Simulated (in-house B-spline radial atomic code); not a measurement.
## Ionising Zr V (Zr4+) with different functionals

Computed with a radial B-spline atomic code at the basis-set limit: scalar-relativistic (spin-free X2C) Hamiltonian, Fermi nucleus of rms radius 4.2694 fm, spin-polarised at highest spin, spherical fractional occupations for the functionals, and exact exchange of hybrids averaged over the configuration. The ionisation energy is the difference of two self-consistent energies, [Ar] 3d10 4s2 4p6 → [Ar] 3d10 4s2 4p5, without Breit or QED terms; ε is the level of the shell that loses the electron (its least bound occupied spin orbital). There is no spin-orbit coupling in this Hamiltonian.

```csv
method,rung,ΔSCF (eV),-ε(4p) (eV)
PBE0,global hybrid,80.79,75.09
B3LYP,global hybrid,80.75,74.60
TPSSh,global hybrid,80.89,73.94
BHandHLYP,global hybrid,?,?
r2SCAN0,global hybrid,81.19,75.57
B97-1,global hybrid,80.73,74.68
HSE06,range-separated hybrid,?,?
wB97X,range-separated hybrid,80.55,77.57
CAM-B3LYP,range-separated hybrid,80.72,76.53
LC-wPBE,range-separated hybrid,80.72,78.00
```

Problem. What does BHandHLYP give?

Solution. ΔSCF 80.72 eV, and -ε(4p) = 77.16 eV.

Problem. What does HSE06 give?

Solution. ΔSCF 80.73 eV, and -ε(4p) = 74.62 eV.

Problem. Among the functionals, which spreads more, the ΔSCF values or the orbital energies?

Solution. The orbital energies: ΔSCF values span about 0.64 eV and the orbital energies 4.06 eV; here energy differences depend much less on the functional than eigenvalues do.

Problem. How do they compare with the NIST value?

Solution. NIST lists 80.35 eV ± 0.007 (semi-empirical, ground level to ground level). Errors run from +0.20 to +0.84 eV; wB97X is closest (+0.20 eV), but part of that can be cancellation, since the calculations leave out spin-orbit coupling, Breit-QED terms, multiplet and fine-structure energies.
